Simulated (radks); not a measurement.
Species: the lutetium ion Lu+. Configuration: [Xe] 4f14 6s2.

All-electron calculation, Dirac Kohn-Sham, PBE, spin-unpolarised, spherical densities, point nucleus. Program: a radial shooting solver on a logarithmic mesh with Libxc functionals.

Energy parts (eV):
| part | energy |
|---|---|
| total | -396766.36 |
| kinetic | 442386.48 |
| electron-nucleus | -986201.22 |
| Hartree | 155263.04 |
| exchange-correlation | -8214.67 |

Orbitals (lengths in bohr, moments of r in powers of bohr; <r^-3> diverges for s and p1/2; r(max) is where P^2 peaks; r(90%) holds 90 % of the orbital's charge):
orbital,occ.,eigenvalue (eV),<r^-3>,r(90%),<r^2>,r(max)
1s1/2,2,-63173.32,-,0.0351,0.0005120,0.01213
2s1/2,2,-10754.04,-,0.127,0.007859,0.06948
2p1/2,2,-10263.57,-,0.112,0.005641,0.05193
2p3/2,4,-9145.959,14150,0.122,0.006850,0.05845
3s1/2,2,-2443.769,-,0.312,0.05157,0.1959
3p1/2,2,-2227.075,-,0.304,0.04753,0.1839
3p3/2,4,-1988.686,3144,0.324,0.05423,0.1973
3d3/2,4,-1621.405,539.7,0.296,0.04236,0.1552
3d5/2,6,-1569.366,465.5,0.301,0.04421,0.1589
4s1/2,2,-493.5341,-,0.687,0.2581,0.4465
4p1/2,2,-405.3407,-,0.706,0.2681,0.4475
4p3/2,4,-351.1174,715.1,0.754,0.3052,0.4762
4d3/2,4,-206.2690,106.0,0.814,0.3401,0.4759
4d5/2,6,-196.3732,89.60,0.831,0.3546,0.4851
4f5/2,6,-19.2801,14.31,1.23,0.6721,0.4661
4f7/2,8,-17.7558,13.60,1.26,0.7055,0.4715
5s1/2,2,-69.8217,-,1.69,1.540,1.044
5p1/2,2,-45.3875,-,1.92,1.948,1.133
5p3/2,4,-38.4226,89.80,2.09,2.291,1.221
6s1/2,2,-11.0461,-,4.74,12.00,2.870

The highest occupied level is 6s1/2 at -11.046 eV. For comparison, the ionisation energy in NIST's Atomic Spectra Database is 14.13 eV (semi-empirical). In exact Kohn-Sham theory the highest level is minus the ionisation energy, but local and semilocal functionals leave it too shallow, through self-interaction and a potential that decays too fast; potentials with the right tail come closer.
